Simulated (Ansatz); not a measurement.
A run of Ansatz (development build ahead of 0.2.0) on quartet CoN(+) at this shape:

```yaml
atoms:
  - { symbol: Co, position_ang: [0.0000, 0.0000, 0.0000] }
  - { symbol: N, position_ang: [0.0000, 0.0000, 3.4580] }
```

Its results:

```json
{"Converged": "yes", "Total energy": "-1437.02843 hartree", "Spin squared of the determinant": "3.750", "Stability test": "minimum among restricted orbitals"}
```

(1) Which input gives this output? Name the method, the orbitals and the basis set, and write the input.

Answers

(1) B3LYP (restricted open-shell) in pcseg-2.

```yaml
crystal:
  periodic: [false, false, false]
  atoms:
    - { symbol: Co, position_ang: [0.0, 0.0, 0.0] }
    - { symbol: "N", position_ang: [0.0, 0.0, 3.458] }
basis:
  gaussian: { orbitals: pcseg-2 }
total_charge: 1
magnetization:
  initial_magnetization: 3
hamiltonian:
  xc: { name: B3LYP }
```

Caution: stretched shape with no unrestricted run beside it, a lower state can exist; other spin multiplicities were not run.
